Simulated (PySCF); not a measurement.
Coordinates in bohr (charge 0 multiplicity 2):
```
I     0.0000    0.0000   -1.1810
Se    4.2701    0.0000    0.6261
Se   -2.1351    3.6980    0.6261
Se   -2.1350   -3.6980    0.6261
```

All numbers come from UPBE0 in PySCF with I def2-SVP with ECP28, Se def2-SVP; scalar-relativistic core potentials, no spin–orbit coupling; density-fitted integrals.

This geometry of ISe3 is a stationary point at this level.

(1) What is the point group?

(2) Is it a minimum?

(3) List the harmonic modes with their infrared intensities.

(4) What are the dipole moment and the gap between the highest occupied and lowest empty levels of either spin?

(5) Give the atomic charges and bond orders.

## Answers

(1) C3v.

(2) No: it has 2 imaginary modes (one degenerate set), at 117i cm⁻¹ (e).

(3) 
```
symmetry  ω (cm⁻¹)  IR (km/mol, summed over degenerate members)
       e      117i                                            –
      a1        97                                          1.0
       e       169                                         21.5
      a1       245                                          0.5
```

(4) 1.69 D and 1.62 eV.

(5) 
```
   atom  Mulliken  Löwdin  polar tensor  spin (Mulliken)  Mayer order to I1
     I1      0.61    0.78         -0.95            -0.09                  –
Se2,3,4     -0.20   -0.26          0.32             0.36               1.04
```
Other Mayer orders above 0.3: Se–Se 0.37 (×3).

This need not be the most stable arrangement of these atoms. With an element this heavy the missing spin–orbit coupling can shift these numbers.
